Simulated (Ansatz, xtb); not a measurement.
# C5H7FO: which of two isomers lies lower

Structure X: `C[C@@H]1C(O)=C[C@H]1F`, a singlet. Structure Y: `C[C@@H]1C(=O)C[C@H]1F`, a singlet. Both are isolated molecules in the gas phase, relaxed with B3LYP/def2-SVP; the shapes shown needn't be the lowest conformers.

X (Å):

```xyz
14

C    -0.9273    0.0399   -1.5445
C     0.4110    0.2212   -0.8360
C     0.4361    0.2071    0.6832
C     0.9903    1.4259    0.8343
C     0.9808    1.6693   -0.6506
F     2.2119    1.8813   -1.2506
O    -0.0249   -0.6995    1.5562
H    -0.8313    0.2355   -2.6243
H    -1.3081   -0.9899   -1.4337
H    -1.6909    0.7234   -1.1383
H     1.1890   -0.4207   -1.2854
H    -0.3070   -1.4926    1.0809
H     1.2780    2.0370    1.6893
H     0.3046    2.4634   -1.0168
```

Y (Å):

```yaml
atoms:
  - { symbol: C, position_ang: [0.0719, -0.0728, 1.6233] }
  - { symbol: C, position_ang: [0.1655, 0.1092, 0.1180] }
  - { symbol: C, position_ang: [0.0573, 1.5195, -0.4812] }
  - { symbol: C, position_ang: [-0.8056, 1.0199, -1.6464] }
  - { symbol: C, position_ang: [-0.9953, -0.2826, -0.8338] }
  - { symbol: F, position_ang: [-0.8125, -1.4498, -1.5360] }
  - { symbol: O, position_ang: [0.3953, 2.6040, -0.0978] }
  - { symbol: H, position_ang: [0.0968, -1.1384, 1.9005] }
  - { symbol: H, position_ang: [-0.8582, 0.3646, 2.0205] }
  - { symbol: H, position_ang: [0.9138, 0.4317, 2.1219] }
  - { symbol: H, position_ang: [1.0821, -0.3597, -0.2881] }
  - { symbol: H, position_ang: [-0.1975, 0.8290, -2.5467] }
  - { symbol: H, position_ang: [-1.6861, 1.6200, -1.9196] }
  - { symbol: H, position_ang: [-1.9705, -0.3352, -0.3206] }
```

Energies in hartree; the thermal terms are from GFN2-xTB frequencies at re-optimised GFN2-xTB minima (ideal gas, soft modes damped towards free rotors, one conformer each, 298.15 K, 1 atm) and include the zero-point energy:

```
                              X           Y
E, CCSD(T)/def2-SVP  −368.503277  −368.530876
    E, MP2/def2-SVP  −368.417621  −368.444342
  E, MP2/def2-TZVPP  −369.111476  −369.132478
  zero-point energy     0.109043     0.109352
       H(298 K) − E     0.117160     0.117320
       G(298 K) − E     0.077999     0.078089
```

Correct the CCSD(T) difference for the basis set by the MP2 change, then work out ΔE, ΔE₀, ΔH and ΔG for X → Y in kcal/mol (1 Eh = 627.51 kcal/mol) and the equilibrium ratio [Y]/[X].

1. Differences Y − X: CCSD(T) −0.027599, MP2 in the small set −0.026721, MP2 in the large set −0.021002 Eh.
2. ΔE = −0.027599 + (−0.021002 − (−0.026721)) = −0.021880 Eh = −13.73 kcal/mol.
3. ΔE₀ = ΔE + ΔZPE = −0.021880 + (+0.000309) Eh = −13.54 kcal/mol.
4. ΔH = ΔE + (+0.000160) Eh = −13.63 kcal/mol.
5. ΔG = ΔE + (+0.000090) Eh = −13.67 kcal/mol, so ΔS = (ΔH − ΔG)/T = +0.6 J/(mol K).
6. kT = 0.9442 mEh, so K = [Y]/[X] = exp(−ΔG/kT) = exp(+23.08) ≈ 1.1 × 10^10.

Structure Y is favoured at this temperature. An error of 1 kcal/mol in ΔG would change K by a factor of 5.4. The basis-set step is large, which makes the value less sure. Mirror images and further conformers aren't counted.

As drawn, Y has 1 C–C, 1 C=O, 1 C–H in place of 1 C–O, 1 C=C, 1 O–H.

Other levels gave ΔE = −15.1 (GFN2-xTB); −26.8 (HF/STO-3G, GFN2-xTB geometries); −15.6 (r2SCAN-D4/def2-SVP, GFN2-xTB geometries); −16.1 (B3LYP/def2-SVP); −18.1 (HF/def2-SVP); −16.8 (MP2/def2-SVP); −17.3 (CCSD(T)/def2-SVP) kcal/mol. The correlated steps freeze 7 core orbitals. Programs: Ansatz 0.2.0, xtb 6.7.1.
